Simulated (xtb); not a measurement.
OPb (SMILES [O]=[Pb]), singlet, from a rough starting geometry (GFN-xTB shapes and energies of metal compounds can be far from the true ones); GFN2-xTB (xtb).

xtb was given this input:
```
$ xtb mol.xyz --gfn 2 --opt vtight --json

# file mol.xyz
2

Pb     0.02815577     0.02185838    -0.90533198
O     -0.02972910    -0.00723456     1.01394767
```

The log (banner, timings and long lists left out):

```
   ID    Z sym.   atoms
    1   82 Pb     1
    2    8 O      2

           -------------------------------------------------
          |                Calculation Setup                |
           -------------------------------------------------

           -------------------------------------------------
          |                 G F N 2 - x T B                 |
           -------------------------------------------------

          ...................................................
          :                      SETUP                      :
          :.................................................:
          :  # basis functions                   8          :
          :  # atomic orbitals                   8          :
          :  # shells                            4          :
          :  # electrons                        10          :
          :  max. iterations                   250          :
          :  Hamiltonian                  GFN2-xTB          :
          :  restarted?                      false          :
          :  GBSA solvation                  false          :
          :  PC potential                    false          :
          :  electronic temp.          300.0000000     K    :
          :  accuracy                    1.0000000          :
          :  -> integral cutoff          0.2500000E+02      :
          :  -> integral neglect         0.1000000E-07      :
          :  -> SCF convergence          0.1000000E-05 Eh   :
          :  -> wf. convergence          0.1000000E-03 e    :
          :  Broyden damping             0.4000000          :
          :  net charge                          0          :
          :  unpaired electrons                  0          :
          ...................................................

 iter      E             dE          RMSdq      gap      omega  full diag
   1     -6.2248556 -0.622486E+01  0.172E+01    4.29       0.0  T
   2     -6.0971502  0.127705E+00  0.107E+01    2.32       1.0  T
   3     -6.2184628 -0.121313E+00  0.119E+01    4.39       1.0  T
   4     -6.2992646 -0.808018E-01  0.546E+00    3.44       1.0  T
   5     -6.2983088  0.955758E-03  0.565E+00    3.46       1.0  T
   6     -6.3066180 -0.830915E-02  0.242E+00    3.30       1.0  T
   7     -6.3104543 -0.383636E-02  0.732E-02    3.12       1.0  T
   8     -6.3104550 -0.691097E-06  0.200E-02    3.12       3.5  T
   9     -6.3104552 -0.217183E-06  0.126E-02    3.12       5.6  T
  10     -6.3104555 -0.258776E-06  0.231E-03    3.12      30.7  T
  11     -6.3104555 -0.106538E-08  0.626E-04    3.12     113.0  T
  12     -6.3104555 -0.930456E-11  0.267E-05    3.12    2651.9  T

   *** convergence criteria satisfied after 12 iterations ***

         :::::::::::::::::::::::::::::::::::::::::::::::::::::
         ::                     SUMMARY                     ::
         :::::::::::::::::::::::::::::::::::::::::::::::::::::
         :: total energy              -6.307865922778 Eh    ::
         :: gradient norm              0.000385215906 Eh/a0 ::
         :: HOMO-LUMO gap              3.121032277045 eV    ::
         ::.................................................::
         :: SCC energy                -6.310455505154 Eh    ::
         :: -> isotropic ES            0.078008573975 Eh    ::
         :: -> anisotropic ES          0.007613743201 Eh    ::
         :: -> anisotropic XC         -0.000115224720 Eh    ::
         :: -> dispersion             -0.000635424480 Eh    ::
         :: repulsion energy           0.002589582377 Eh    ::
         :: add. restraining           0.000000000000 Eh    ::
         :: total charge               0.000000000000 e     ::
         :::::::::::::::::::::::::::::::::::::::::::::::::::::

      -----------------------------------------------------------
     |                   =====================                   |
     |                        A N C O P T                        |
     |                   =====================                   |
     |               Approximate Normal Coordinate               |
     |                Rational Function Optimizer                |
      -----------------------------------------------------------
      -----------------------------------------------------------
     |                   =====================                   |
     |                        A N C O P T                        |
     |                   =====================                   |
     |               Approximate Normal Coordinate               |
     |                Rational Function Optimizer                |
      -----------------------------------------------------------

          ...................................................
          :                      SETUP                      :
          :.................................................:
          :   optimization level         verytight          :
          :   max. optcycles                   200          :
          :   ANC micro-cycles                  20          :
          :   degrees of freedom                 1          :
          :.................................................:
          :   RF solver                   davidson          :
          :   write xtbopt.log                true          :
          :   linear (good luck)              true          :
          :   energy convergence         0.1000000E-06 Eh   :
          :   grad. convergence          0.2000000E-03 Eh/α :
          :   maxmium RF displ.          1.0000000          :
          :   Hlow (freq-cutoff)         0.1000000E-01      :
          :   Hmax (freq-cutoff)         5.0000000          :
          :   S6 in model hess.         20.0000000          :
          ...................................................

generating ANC from exact Hessian ...
Using Lindh-Hessian (1995)
 Shifting diagonal of input Hessian by    0.0000000000000000
 Lowest  eigenvalues of input Hessian
[...]
 * total energy  :    -6.3078659 Eh     change       -0.1385558E-12 Eh
 * total energy  :    -6.3078661 Eh     change       -0.1888885E-06 Eh
 * total energy  :    -6.3078661 Eh     change       -0.3542666E-08 Eh
   *** GEOMETRY OPTIMIZATION CONVERGED AFTER 3 ITERATIONS ***
[...]
 Pb O  Rav=1.9196 sigma=0.0000  Rmin=1.9196  Rmax=1.9196     1

 selected bond angles (degree)
 --------------------

 selected dihedral angles (degree)
 ---------------------------------

           -------------------------------------------------
          |                Final Singlepoint                |
           -------------------------------------------------

          ...................................................
          :                      SETUP                      :
          :.................................................:
          :  # basis functions                   8          :
          :  # atomic orbitals                   8          :
          :  # shells                            4          :
          :  # electrons                        10          :
          :  max. iterations                   250          :
          :  Hamiltonian                  GFN2-xTB          :
          :  restarted?                      false          :
          :  GBSA solvation                  false          :
          :  PC potential                    false          :
          :  electronic temp.          300.0000000     K    :
          :  accuracy                    1.0000000          :
          :  -> integral cutoff          0.2500000E+02      :
          :  -> integral neglect         0.1000000E-07      :
          :  -> SCF convergence          0.1000000E-05 Eh   :
          :  -> wf. convergence          0.1000000E-03 e    :
          :  Broyden damping             0.4000000          :
          :  net charge                          0          :
          :  unpaired electrons                  0          :
          ...................................................

 iter      E             dE          RMSdq      gap      omega  full diag
   1     -6.3104734 -0.631047E+01  0.139E-07    3.12       0.0  T
   2     -6.3104734 -0.888178E-15  0.109E-07    3.12  100000.0  T
   3     -6.3104734  0.000000E+00  0.887E-08    3.12  100000.0  T

   *** convergence criteria satisfied after 3 iterations ***

         :::::::::::::::::::::::::::::::::::::::::::::::::::::
         ::                     SUMMARY                     ::
         :::::::::::::::::::::::::::::::::::::::::::::::::::::
         :: total energy              -6.307866115209 Eh    ::
         :: gradient norm              0.000000576273 Eh/a0 ::
         :: HOMO-LUMO gap              3.122032270527 eV    ::
         ::.................................................::
         :: SCC energy                -6.310473440609 Eh    ::
         :: -> isotropic ES            0.077990667576 Eh    ::
         :: -> anisotropic ES          0.007608318825 Eh    ::
         :: -> anisotropic XC         -0.000122420898 Eh    ::
         :: -> dispersion             -0.000635426250 Eh    ::
         :: repulsion energy           0.002607325399 Eh    ::
         :: add. restraining           0.000000000000 Eh    ::
         :: total charge               0.000000000000 e     ::
         :::::::::::::::::::::::::::::::::::::::::::::::::::::

           -------------------------------------------------
          |                Property Printout                |
           -------------------------------------------------

    * Orbital Energies and Occupations

         #    Occupation            Energy/Eh            Energy/eV
      -------------------------------------------------------------
         1        2.0000           -0.8829134             -24.0253
         2        2.0000           -0.5636450             -15.3376
         3        2.0000           -0.3750653             -10.2060
         4        2.0000           -0.3750653             -10.2060
         5        2.0000           -0.3616333              -9.8405 (HOMO)
         6                         -0.2469007              -6.7185 (LUMO)
         7                         -0.2469007              -6.7185
         8                         -0.0578504              -1.5742
      -------------------------------------------------------------
                  HL-Gap            0.1147326 Eh            3.1220 eV
             Fermi-level           -0.3042670 Eh           -8.2795 eV

     #   Z          covCN         q      C6AA      α(0)
     1  82 Pb       0.824     0.626   526.040    50.785
     2   8 O        0.824    -0.626    26.790     6.939

 Mol. C6AA /au·bohr⁶  :        770.765534
 Mol. C8AA /au·bohr⁸  :      96139.820470
 Mol. α(0) /au        :         57.723764

Wiberg/Mayer (AO) data.
largest (>0.10) Wiberg bond orders for each atom

 ---------------------------------------------------------------------------
     #   Z sym  total        # sym  WBO       # sym  WBO       # sym  WBO
 ---------------------------------------------------------------------------
     1  82 Pb   2.113 --     2 O    2.113
     2   8 O    2.113 --     1 Pb   2.113
 ---------------------------------------------------------------------------

Topologies differ in total number of bonds
Writing topology from bond orders to xtbtopo.mol

molecular dipole:
                 x           y           z       tot (Debye)
 q only:        0.068       0.034      -2.270
   full:        0.082       0.041      -2.722       6.921
molecular quadrupole (traceless):
                xx          xy          yy          xz          yz          zz
 q only:        0.232       0.001       0.234       0.016      -0.042      -0.466
  q+dip:       -0.024       0.002      -0.022      -0.009      -0.064       0.046
   full:        0.886       0.001       0.890       0.074      -0.022      -1.776

optimized geometry written to: xtbopt.xyz

           -------------------------------------------------
          | TOTAL ENERGY               -6.307866115209 Eh   |
          | GRADIENT NORM               0.000000576273 Eh/α |
          | HOMO-LUMO GAP               3.122032270527 eV   |
           -------------------------------------------------

normal termination of xtb
```
